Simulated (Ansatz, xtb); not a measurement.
## Relative energy of two isomers of CH9NOSi3

We compare I, `O=C[SiH2]N([SiH3])[SiH3]`, a singlet, with II, `O=CN([SiH3])[SiH2][SiH3]`, a singlet. Both are isolated molecules in the gas phase, relaxed with B3LYP-D3(BJ)/def2-SVP; each stands in its lowest conformer found.

Quicker runs give these differences E(II) − E(I): GFN2-xTB −14.31 kcal/mol; HF/STO-3G −3.60 kcal/mol (at GFN2-xTB geometries); r2SCAN-D4/def2-SVP −5.82 kcal/mol (at GFN2-xTB geometries).

Q: Estimate E(II) − E(I) at the level CCSD(T)/def2-SVP + ΔMP2/def2-TZVPP.

A: Too close to call at this level: CCSD(T)/def2-SVP + ΔMP2/def2-TZVPP gives E(II) − E(I) = +0.04 kcal/mol.

How the difference moves with the method:

```csv
level,geometry,E(II) − E(I) (kcal/mol),departure from the last row (kcal/mol),"job, with rough time for the two"
GFN2-xTB,GFN2-xTB,−14.31,−14.36,"optimisation, 1.8 s"
HF/STO-3G,GFN2-xTB,−3.60,−3.64,"single point, 1.8 s"
r2SCAN-D4/def2-SVP,GFN2-xTB,−5.82,−5.87,"single point, 14 s"
B3LYP-D3(BJ)/def2-SVP,B3LYP-D3(BJ)/def2-SVP,−6.47,−6.52,"optimisation, 5.3 min"
HF/def2-SVP,B3LYP-D3(BJ)/def2-SVP,−3.02,−3.06,part of the CCSD(T) run
MP2/def2-SVP,B3LYP-D3(BJ)/def2-SVP,−3.91,−3.95,part of the CCSD(T) run
CCSD(T)/def2-SVP,B3LYP-D3(BJ)/def2-SVP,−4.47,−4.52,single point
CCSD(T)/def2-SVP + ΔMP2/def2-TZVPP,B3LYP-D3(BJ)/def2-SVP,+0.04,,"single point, 3.7 min"
```

As drawn, II has 1 C–N, 1 Si–Si in place of 1 C–Si, 1 N–Si.

The largest departure from CCSD(T)/def2-SVP + ΔMP2/def2-TZVPP is that of GFN2-xTB, 14.36 kcal/mol. The last row adds to CCSD(T) the change of the MP2 difference between the two basis sets, here +4.52 kcal/mol, a large step that makes the value less sure.

With thermal terms from frequencies at re-optimised GFN2-xTB minima (ideal gas, soft modes damped towards free rotors, one conformer each, 298.15 K, 1 atm): on the last row, ΔE + ΔZPE = +0.48, ΔH = +0.60, ΔG = +0.10 kcal/mol.

The correlated steps freeze 18 core orbitals. Run with Ansatz 0.2.0, xtb 6.7.1; the last row on 2 threads of AMD EPYC (Zen 3) on a shared host.
